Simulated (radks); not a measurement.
The silicon anion Si4-, [Ar], held by a Watson sphere: a shell of charge +3.73 at radius R that stands for the Madelung well of a crystal (potential energy -3.73/R inside, -3.73/r outside, in hartree with lengths in bohr). Method: scalar-relativistic Kohn-Sham, LDA (Slater exchange, VWN5 correlation), spin-polarised, spherical densities, point nucleus; computed with a radial shooting solver on a logarithmic mesh with Libxc functionals. Response by self-consistent Sternheimer equations with the Hartree and adiabatic LDA kernel, the relativistic mass of each level held fixed and spin-orbit coupling left out. The sphere does not respond.

| R (bohr) | e(2p) (eV) | e(3s) (eV) | e(3p) (eV) | <r> 3p (bohr) | sum of <r^2> (bohr^2) | X-ray form factor at sin(theta)/lambda = 0.2 1/angstrom | alpha (bohr^3) |
|---|---|---|---|---|---|---|---|
| 1.88 | -91.541 | -13.417 | -5.863 | 2.388 | 52.75 | 10.353 | 36.42 |
| 2.04 | -90.799 | -12.871 | -5.662 | 2.471 | 55.97 | 10.184 | 40.50 |
| 2.07 | -90.701 | -12.770 | -5.623 | 2.486 | 56.60 | 10.154 | 41.35 |
| 3.06 | -90.411 | -9.978 | -4.240 | 3.025 | 80.50 | 9.530 | 86.04 |
| 4.48 | -91.237 | -7.898 | -2.763 | 3.840 | 123.8 | 9.493 | 247.2 |
| 4.54 | -91.259 | -7.849 | -2.718 | 3.875 | 125.9 | 9.499 | 257.8 |
| 4.61 | -91.283 | -7.795 | -2.668 | 3.917 | 128.4 | 9.507 | 270.6 |
